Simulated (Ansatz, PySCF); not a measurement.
Gas-phase reaction R1 + 0.5 R2 → P1, each structure at its B3LYP-D3(BJ)/def2-TZVP stationary point, reached from a drawn start (curvature not checked).
R1: GeO (SMILES [O+]#[Ge-]), charge 0, multiplicity 1.
P1, GeO2 (SMILES [O]=[Ge]=[O]) (charge 0, multiplicity 1, Z-matrix in Å and degrees):
```
Ge
O 1 1.6240
O 1 1.6240 2 180.00
```
R2, O2 (SMILES O=O) (charge 0, multiplicity 3, Z-matrix in Å and degrees):
```
O
O 1 1.2043
```

P less R. No zero-point or thermal terms; singlets are restricted closed shells; open shells are unrestricted; no spin–orbit coupling.

Correlated levels freeze the cores. In cc and def2 sets filled d and f shells under p-block atoms count as core. CBS(a, b) extrapolates the correlation energy as X⁻³ and adds the Hartree–Fock energy of set b.

Programs: Ansatz (a first-principles code) with Gaussian orbitals; PySCF for the D3/D4 terms. All values are computed, each at the level named.

The comparison value is -16.26 kcal/mol (CCSD(T)/CBS(cc-pVTZ, cc-pVQZ)). It is a level with limits of its own, not the exact answer.

Task: Order these levels by how close they come to the comparison value for the reaction energy, closest first: revPBE-D3(BJ)/def2-TZVPP, BLYP-D4/def2-TZVPP, wB97M-V/def2-TZVPP, PBE-D3(BJ)/def2-TZVPP, r2SCAN-D3(BJ)/def2-TZVPP. Give each level's value less the comparison value.

Result: PBE-D3(BJ)/def2-TZVPP (3.01 kcal/mol), r2SCAN-D3(BJ)/def2-TZVPP (3.60 kcal/mol), revPBE-D3(BJ)/def2-TZVPP (4.63 kcal/mol), BLYP-D4/def2-TZVPP (5.67 kcal/mol), wB97M-V/def2-TZVPP (8.32 kcal/mol)
